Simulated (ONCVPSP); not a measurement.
# Reading a pseudo-wave (Li)

Columns: radius, all-electron u(r) and pseudo u(r) of the 2p shell (level -1.35 eV) of lithium in the configuration 1s2 2s0.5 2p0.5; PBE, non-relativistic, ONCV scheme, ONCVPSP 4.0.1.

```
r (bohr)  all-electron  pseudo
   0.200        0.0148  0.0049
   0.400        0.0465  0.0194
   0.600        0.0845  0.0435
   0.800        0.1241  0.0759
   1.000        0.1632  0.1147
   1.200        0.2003  0.1571
   1.400        0.2349  0.2006
   1.600        0.2664  0.2434
   1.800        0.2947  0.2843
   2.000        0.3207  0.3225
   2.200        0.3450  0.3567
   2.400        0.3666  0.3852
   2.600        0.3853  0.4064
   2.800        0.4009  0.4201
   3.000        0.4134  0.4276
   3.200        0.4230  0.4312
   3.400        0.4298  0.4332
   3.600        0.4339  0.4347
   3.800        0.4355  0.4356
   4.000        0.4348  0.4348
   4.200        0.4321  0.4321
   4.400        0.4276  0.4276
   4.600        0.4214  0.4214
   4.800        0.4139  0.4139
   5.000        0.4053  0.4053
   5.200        0.3956  0.3956
```

Task: How many radial nodes do the two functions have?

Result: The all-electron 2p function has n − l − 1 = 0; the pseudo-wave has 0.

Task: At about which radius was the pseudo-wave matched?

Result: 4.00 bohr, where the columns begin to agree (steps of 0.20 bohr).

Task: Where does each function peak?

Result: Outermost all-electron maximum near 3.80 bohr, pseudo maximum near 3.80 bohr (to the table’s step).

Task: Is the pseudo-wave norm-conserving?

Result: Yes: the ONCV scheme keeps the norm inside the radius equal to the all-electron one, which fixes the energy derivative of the logarithmic derivative at the level.
